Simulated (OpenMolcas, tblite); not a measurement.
**How methods differ on Si2NH6F (SMILES F[SiH2]N[SiH3])**

Si2NH6F has 10 atoms, charge 0, and is taken as a singlet. SMILES: `F[SiH2]N[SiH3]`. Geometry: relaxed at PBE0-D4/def2-TZVP. This is one conformer, not always the lowest.

```xyz
10

F    -1.5615    0.9943   -1.7767
Si   -0.3750    1.3018   -0.7459
N     0.5148   -0.0948   -0.3359
Si    0.1948   -1.2361    0.9287
H     0.5172    2.2672   -1.4267
H    -1.0101    1.8394    0.4759
H     1.2643   -0.3362   -0.9700
H     1.3915   -1.4221    1.7916
H    -0.1863   -2.5698    0.3920
H    -0.9244   -0.6833    1.7303
```

Each level gives the HOMO–LUMO gap (eV). The values are calculated.

```json
{"level": "GFN1-xTB", "kind": "semi-empirical", "program": "tblite", "value (eV)": "6.43"}
{"level": "HF/cc-pVDZ", "kind": "Hartree–Fock", "program": "OpenMolcas", "value (eV)": "15.16"}
{"level": "SVWN5/cc-pVDZ", "kind": "LDA", "program": "OpenMolcas", "value (eV)": "6.03"}
{"level": "BLYP/cc-pVDZ", "kind": "GGA", "program": "OpenMolcas", "value (eV)": "6.16"}
{"level": "PBE/cc-pVDZ", "kind": "GGA", "program": "OpenMolcas", "value (eV)": "6.17"}
{"level": "M06-L/cc-pVDZ", "kind": "meta-GGA", "program": "OpenMolcas", "value (eV)": "7.17"}
{"level": "r2SCAN/cc-pVDZ", "kind": "meta-GGA", "program": "OpenMolcas", "value (eV)": "6.93"}
{"level": "BHLYP/cc-pVDZ", "kind": "global hybrid", "program": "OpenMolcas", "value (eV)": "10.67"}
{"level": "B2PLYP/cc-pVDZ", "kind": "double hybrid", "program": "OpenMolcas", "value (eV)": "10.93"}
```

The values span 6.03 to 15.16 eV. Orbital gaps aren't excitation energies, and those of double hybrids come from the SCF part alone; they tend to grow with the share of exact exchange.
